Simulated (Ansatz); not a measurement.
```yaml
crystal:
  periodic: [false, false, false]
  atoms:
    - {symbol: F, position_ang: [-0.077933, -1.424363, -2.520340]}
    - {symbol: In, position_ang: [1.026821, -0.987633, -0.705417]}
    - {symbol: O, position_ang: [-0.182162, -1.019162, 0.843396]}
    - {symbol: In, position_ang: [-0.661507, 0.885637, 1.230301]}
    - {symbol: F, position_ang: [-2.375764, 1.031184, 0.359672]}
    - {symbol: O, position_ang: [0.705701, 1.229509, -0.578495]}
    - {symbol: H, position_ang: [2.524123, -1.508403, -0.459205]}
    - {symbol: H, position_ang: [-1.108554, -1.470023, 0.516688]}
    - {symbol: H, position_ang: [-0.153134, 1.563583, 2.619907]}
    - {symbol: H, position_ang: [0.159471, 1.427119, -1.283820]}
basis:
  gaussian: {orbitals: def2-SVP, nuclear_model: gaussian}
hamiltonian: {xc: {name: wB97M-V}}
relax: {f_tol: 0.001, max_steps: 3}
output: {forces: true}
```

```sh
$ ansatz run in.yaml --threads 4 --pin off --events-out ev --progress --plain --max-ram 11315MiB
```

Shortened log:

```
Functional definition: wB97M-V
1503 factors; integrals over basis functions are off by at most 2.9e-4 eV
404 factors; integrals over basis functions are off by at most 1.1e-6 eV
mean field evaluation 1: about -19918.2322 eV, gradient 7.8e1 eV
mean field evaluation 2: about -19913.1837 eV, gradient 1.0e2 eV
mean field evaluation 4: about -19929.5469 eV, gradient 4.6e0 eV
mean field evaluation 8: about -19929.6171 eV, gradient 1.4e-1 eV
mean field evaluation 16: about -19929.6171 eV, gradient 2.0e-4 eV
mean field -19929.61713456 eV, -732.3999209153 hartree, gradient 6.4e-5 eV, S^2 0.000000; 0 other end points of the search recorded, 0 dependent functions left out
reference -19929.61721309 eV, -732.3999238014 hartree; 40, 40 occupied and 88, 88 virtual orbitals, 1503 factors
relax step   1: F+E_penalty+E_count = -19929.61713456 eV  Δ(F+E_penalty+E_count) = +0.000e0 eV  max|allowed force component| = 5.176e0 eV/Å  Δτ_max = 0.0000 Å  (29 SCF iters, accepted)
1503 factors; integrals over basis functions are off by at most 2.8e-4 eV
404 factors; integrals over basis functions are off by at most 1.2e-6 eV
mean field -19930.98148283 eV, -732.4500597894 hartree, gradient 2.1e-5 eV, S^2 0.000000; 0 other end points of the search recorded, 0 dependent functions left out
reference -19930.98156195 eV, -732.4500626972 hartree; 40, 40 occupied and 88, 88 virtual orbitals, 1503 factors
relax step   2: F+E_penalty+E_count = -19930.98148283 eV  Δ(F+E_penalty+E_count) = -1.364e0 eV  max|allowed force component| = 1.859e0 eV/Å  Δτ_max = 0.1910 Å  (37 SCF iters, accepted)
1503 factors; integrals over basis functions are off by at most 2.8e-4 eV
404 factors; integrals over basis functions are off by at most 1.1e-6 eV
mean field evaluation 32: about -19931.0766 eV, gradient 1.3e-5 eV
mean field -19931.07657413 eV, -732.4535543302 hartree, gradient 1.3e-5 eV, S^2 0.000000; 0 other end points of the search recorded, 0 dependent functions left out
reference -19931.07665346 eV, -732.4535572457 hartree; 40, 40 occupied and 88, 88 virtual orbitals, 1503 factors
relax step   3: F+E_penalty+E_count = -19931.07657413 eV  Δ(F+E_penalty+E_count) = -9.509e-2 eV  max|allowed force component| = 3.389e-1 eV/Å  Δτ_max = 0.1155 Å  (32 SCF iters, accepted)
Error: geometry relaxation did not converge after 3 steps: max|allowed force component| = 3.39e-1 eV/Å (threshold 1.0e-3). Raise `relax.max_steps` over both its present limit and 3, loosen `relax.f_tol`, or start from a geometry closer to equilibrium. Where this run's directory can be resumed (`checkpoint.write`), a resume goes on for up to `relax.max_steps` more
```

In this input the relaxation is allowed too few steps for its threshold. No converged result was reached.
